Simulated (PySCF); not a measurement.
[Lu(H2S)3]3+ at several levels of theory

Computed with PySCF 2.14.0 (density fitting, no spin-orbit coupling) at the geometry relaxed with TPSS:

```xyz
10
[Lu(H2S)3]3+ (singlet in the valence; each metal's 4f electrons, 14 of them, lie in its core potential, out of spins and levels)
Lu    0.0585   -0.0761    0.7626
S     2.6054    0.0085   -0.3601
H     3.4906   -0.0621    0.6869
H     2.8795   -1.2343   -0.8736
S    -1.3424    2.1876   -0.0301
H    -1.4784    2.9884    1.0768
H    -0.4637    2.9997   -0.7014
S    -1.4958   -2.3273    0.2510
H    -2.8050   -1.9167    0.2860
H    -1.4487   -2.5677   -1.0980
```

```tsv
level	basis	state	HOMO (eV)	gap (eV)	charge on Lu1 (e)	population of f-type functions on Lu1 (polarisation alone where 4f lies in the core)	dipole about the centre of mass (D)	largest force component (eV/Å)
TPSS	Lu lcecp-1-SVP with ECP60, S def2-SVP, H def2-SVP	singlet	-20.87	3.56	1.53	0.01	1.15	0.01
BLYP	the same	singlet	-20.55	3.05	1.38	0.01	1.29	0.23
revPBE	the same	singlet	-20.73	3.32	1.46	0.01	1.25	0.20
BP86	the same	singlet	-20.85	3.36	1.43	0.01	1.28	0.28
TPSS	Lu lcecp-1-TZVP with ECP60, S def2-TZVP, H def2-TZVP	singlet	-20.73	3.60	1.66	0.02	1.22	0.26
```

In the lcecp rows the 4f levels are missing from HOMO and gap, and the state counts the valence alone.

Charges are Mulliken's, which hang on the basis. The relaxation used the grid (50, 194), these runs (75, 302) or, all-electron (x2c bases, spin-free X2C Hamiltonian), (99, 590).

(1) What does B3LYP with Lu lcecp-1-SVP with ECP60, S def2-SVP, H def2-SVP give here?

No frequency check is given that shows the relaxed geometry to be a minimum. An lcecp potential fixes the number of 4f electrons, so in runs with it no electron can move into or out of that shell.

## Answers

(1) state singlet, HOMO (eV) -21.68, gap (eV) 4.68, charge on Lu1 (e) 1.48, population of f-type functions on Lu1 (polarisation alone where 4f lies in the core) 0.02, dipole about the centre of mass (D) 1.12, largest force component (eV/Å) 0.08. Time: 7.3 s on 2 threads of Arm Neoverse V1 (shared host), from an already converged density.
